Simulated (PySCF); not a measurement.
Telling isomers of C4H3FO2 apart by NMR

Level of theory: B3LYP/pcJ-1 coupling constants (spin–dipole term left out of most H,H and C,H couplings), GIAO PBE0/pcSseg-1 shieldings, geometry from GFN2-xTB, in PySCF 2.14 (isolated molecule, no relativistic terms, one computed conformer, rapidly exchanging positions averaged).

Shifts are taken against calculated references (same method and geometry level): $^{1}$H (σref 31.72), $^{13}$C (σref 186.93) against TMS. Multiplet labels drop J under 1 Hz and among equivalent protons, and merge close values. Unscaled 3J(H,H) run several per cent high. One-bond C–F couplings are unscaled and too large by tens of Hz. Shifts are as computed. Against solution values, carbons near 30 ppm lie about +3 ppm off and those near 130 ppm about +5 ppm. Of 1211 compounds with measured shifts, 218 miss one by over three times the rms of a fit or turn the order of signals round; such compounds aren't used in these exercises.

(1) Tabulate the signals of `O=C1CC(F)=CO1`, `O=CC1=C[C@H](F)O1` and their relative energies.

(2) What is the quickest way to tell O=C1CC(F)=CO1 from O=CC1=C[C@H](F)O1?

Results:

(1) 
| SMILES | carbon types | δC | δH | E rel. (kcal/mol) |
| --- | --- | --- | --- | --- |
| O=C1CC(F)=CO1 | 2×C 1×CH 1×CH2 | 172.8, 158.0, 132.1, 35.3 | 6.79 (td, 1H), 3.38 (dd, 2H) | 0.0 |
| O=CC1=C[C@H](F)O1 | 1×C 3×CH | 188.4, 169.6, 126.3, 111.5 | 9.74 (d, 1H), 6.45 (d, 1H), 6.44 (d, 1H) | 40.0 |

Energies are electronic energies at PBE0/pcSseg-1 on these geometries, without zero-point or thermal terms, each for the one conformer computed, which needn't be the lowest.

(2) Both give the same number of carbon signals, but DEPT or the intensities differ. The first has an sp3 CH2 α to a carbonyl at 35.3 ppm, the second an aldehyde carbonyl carbon (CH) at 188.4 ppm. Their most deshielded carbons lie at 172.8 and 188.4 ppm. In the proton spectra the most deshielded non-exchanging signals are 6.79 (td, J = 3.2, 3.2 Hz, 1H) and 9.74 (d, J = 1.4 Hz, 1H).
